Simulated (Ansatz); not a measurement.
One geometry of dimethylphenylsulfonium bromide (C₈H₁₁BrS), several levels of theory.

```yaml
crystal:
  periodic: [false, false, false]
  atoms:
    - {symbol: C, position_ang: [2.093283, 0.613074, 1.068462]}
    - {symbol: S, position_ang: [1.463504, -0.741840, 0.023956]}
    - {symbol: C, position_ang: [1.760122, -0.134372, -1.668606]}
    - {symbol: C, position_ang: [-0.359635, -0.281500, 0.118919]}
    - {symbol: C, position_ang: [-1.189401, -1.335278, 0.529526]}
    - {symbol: C, position_ang: [-2.574341, -1.129334, 0.642331]}
    - {symbol: C, position_ang: [-3.122180, 0.126732, 0.344129]}
    - {symbol: C, position_ang: [-2.286884, 1.179215, -0.067086]}
    - {symbol: C, position_ang: [-0.903036, 0.978621, -0.181018]}
    - {symbol: H, position_ang: [1.864140, 0.319479, 2.109831]}
    - {symbol: H, position_ang: [3.187848, 0.607178, 0.902750]}
    - {symbol: H, position_ang: [1.596215, 1.566006, 0.810122]}
    - {symbol: H, position_ang: [2.857646, -0.208707, -1.797241]}
    - {symbol: H, position_ang: [1.236763, -0.840908, -2.339485]}
    - {symbol: H, position_ang: [1.361530, 0.889386, -1.789966]}
    - {symbol: H, position_ang: [-0.748984, -2.318589, 0.760076]}
    - {symbol: H, position_ang: [-3.225687, -1.955658, 0.964797]}
    - {symbol: H, position_ang: [-4.206833, 0.289802, 0.432070]}
    - {symbol: H, position_ang: [-2.716071, 2.165279, -0.301895]}
    - {symbol: H, position_ang: [-0.263222, 1.814503, -0.505150]}
    - {symbol: Br, position_ang: [4.175203, -1.603078, -0.056500]}
basis:
  gaussian: {orbitals: def2-TZVP, initial_orbitals: start.molden}
hamiltonian: {xc: pbe, dispersion: d4}
scf: {omitted_lower_state_checks: [starts]}
output: {forces: true, orbitals: {seedname: orbitals}}
```

The file start.molden holds the orbitals of an earlier run on this structure, at another level or in another basis.

```sh
$ ansatz run in.yaml --threads 4 --pin off --events-out ev --progress --plain --max-ram 6963MiB
```

It prints (some lines left out):

```
Functional definition: PBE
2561 factors; their error is unknown
mean field evaluation 1: about -89333.2177 eV, gradient 1.5e1 eV
mean field evaluation 2: about -89333.4308 eV, gradient 2.6e-1 eV
mean field evaluation 4: about -89333.3264 eV, gradient 1.5e-3 eV
mean field -89333.32641100 eV, -3282.9391933007 hartree, gradient 1.9e-5 eV, S^2 0.000000; 0 other end points of the search recorded, 0 dependent functions left out
reference -89333.32646562 eV, -3282.9391953081 hartree; 55, 55 occupied and 344, 344 virtual orbitals, 2561 factors
Total energy: -89334.02854320 eV, -3282.9649961831 hartree
Atom 0 at     2.093283     0.613074     1.068462 Å, force     0.065205     0.004331     0.023005 eV/Å
Atom 1 at     1.463504    -0.741840     0.023956 Å, force    -0.286296     0.320171    -0.051963 eV/Å
Atom 2 at     1.760122    -0.134372    -1.668606 Å, force     0.061007    -0.004051    -0.031174 eV/Å
Atom 3 at    -0.359635    -0.281500     0.118919 Å, force     0.004082    -0.051083     0.014591 eV/Å
Atom 4 at    -1.189401    -1.335278     0.529526 Å, force    -0.014009     0.042866    -0.014235 eV/Å
Atom 5 at    -2.574341    -1.129334     0.642331 Å, force     0.009969     0.037412    -0.011028 eV/Å
Atom 6 at    -3.122180     0.126732     0.344129 Å, force     0.042806    -0.023059     0.003887 eV/Å
Atom 7 at    -2.286884     1.179215    -0.067086 Å, force     0.036388    -0.034943     0.003496 eV/Å
Atom 8 at    -0.903036     0.978621    -0.181018 Å, force    -0.029465    -0.031780     0.014405 eV/Å
Atom 9 at     1.864140     0.319479     2.109831 Å, force     0.052127     0.087552    -0.272545 eV/Å
Atom 10 at     3.187848     0.607178     0.902750 Å, force    -0.336321     0.060598     0.065196 eV/Å
Atom 11 at     1.596215     1.566006     0.810122 Å, force     0.147236    -0.267898     0.061593 eV/Å
Atom 12 at     2.857646    -0.208707    -1.797241 Å, force    -0.345711     0.061167    -0.008185 eV/Å
Atom 13 at     1.236763    -0.840908    -2.339485 Å, force     0.135485     0.192255     0.172901 eV/Å
Atom 14 at     1.361530     0.889386    -1.789966 Å, force     0.117529    -0.284653     0.039567 eV/Å
Atom 15 at    -0.748984    -2.318589     0.760076 Å, force    -0.125752     0.281191    -0.064893 eV/Å
Atom 16 at    -3.225687    -1.955658     0.964797 Å, force     0.186357     0.234388    -0.092059 eV/Å
Atom 17 at    -4.206833     0.289802     0.432070 Å, force     0.307244    -0.046503    -0.025771 eV/Å
Atom 18 at    -2.716071     2.165279    -0.301895 Å, force     0.123016    -0.278481     0.066667 eV/Å
Atom 19 at    -0.263222     1.814503    -0.505150 Å, force    -0.177214    -0.244144     0.094340 eV/Å
Atom 20 at     4.175203    -1.603078    -0.056500 Å, force     0.026318    -0.055337     0.012203 eV/Å
Dipole moment:    -1.828842     0.915067    -0.033493 e Å
Checks for a lower state left out: starts
```

It took 10 s on 4 threads of Arm Neoverse V2 on a shared host, peak host memory 0.92 GiB.

Geometry: PBE-D4/def2-SVP.
